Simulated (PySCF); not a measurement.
Problem. What does the PBE0-D3(BJ)/def2-SVP structure of `C[CH2][GeH2][PH2]` look like in three dimensions?

Solution. 
```xyz
13
C2H9GeP angstrom
C     -1.2855    1.0580    0.0334
C     -1.0361   -0.4443    0.0104
Ge     0.8666   -0.9232    0.0302
P      1.8311    0.0001    1.9402
H     -2.3616    1.2911   -0.0050
H     -0.8106    1.5649   -0.8219
H     -0.8866    1.5202    0.9506
H     -1.5011   -0.9331    0.8820
H     -1.4816   -0.9072   -0.8856
H      1.5554   -0.4296   -1.2626
H      1.0388   -2.4536    0.1324
H      3.1605   -0.3756    1.5752
H      1.9578    1.3083    1.3786
```

Orientation and origin are arbitrary. Atoms count from 1 in this order. P4 (three-coordinate phosphorus) is pyramidal (angles 94.4°, 94.1° and 93.3°, sum 281.8°, 0.87 Å off the plane of its three neighbours). Ge3 (germanium bonded to C, P and 2 H) is tetrahedral (angles from 107.0° to 112.0°).

Bonds between heavy atoms (Å): C1–C2 1.523, C2–Ge3 1.962, Ge3–P4 2.330.

Method used: PySCF 2.14.0, PBE0-D3(BJ)/def2-SVP geometry optimisation, gas phase.

Point group: C1 (no symmetry element, even within 0.4 Å). No frequency check. The numbers are those of one conformer (C1–C2–Ge3–P4 58°, C2–Ge3–P4–H -174° and -80°).

Hardware: an Arm Neoverse V2 with one thread (shared host). Cost: 49 s of wall time, 0.53 GiB resident at most. These figures are those of the optimisation.
